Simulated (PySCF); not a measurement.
Sn(SH)4 (H4S4Sn), SMILES [SH][Sn]([SH])([SH])[SH].

Geometry: B3LYP-D3(BJ)/def2-SVP. The structure was generated by enumeration; whether it is a known compound was not checked. The def2 effective core potentials stand for the cores of Sn; spin–orbit coupling is left out. Other conformers were not sampled.

Two levels are set side by side: PBE/def2-TZVP (PySCF) and r2SCAN/def2-TZVP (PySCF). Same geometry, gas phase. Differences are taken from unrounded values.

| quantity | PBE |
|---|---|
| orbital gap (eV) | 3.22 |
| highest occupied level (eV) | -6.43 |
| lowest empty level (eV) | -3.21 |
| dipole moment (D) | 1.23 |
| mean polarisability (bohr³) | 126.8 |

Task: These are the PBE values. What does r2SCAN give? (An estimate is asked for; the answer gives what the named calculation found.)

Result: 
```json
[
 {"quantity": "orbital gap (eV)", "r2SCAN": "3.65", "PBE minus r2SCAN": "-0.44"},
 {"quantity": "highest occupied level (eV)", "r2SCAN": "-6.74", "PBE minus r2SCAN": "0.31"},
 {"quantity": "lowest empty level (eV)", "r2SCAN": "-3.08", "PBE minus r2SCAN": "-0.13"},
 {"quantity": "dipole moment (D)", "r2SCAN": "1.30", "PBE minus r2SCAN": "-0.07"},
 {"quantity": "mean polarisability (bohr³)", "r2SCAN": "123.7", "PBE minus r2SCAN": "3.1"}
]
```

Rough cost on one machine, each run with all the roots and properties that it gave: r2SCAN against PBE about 3 times.
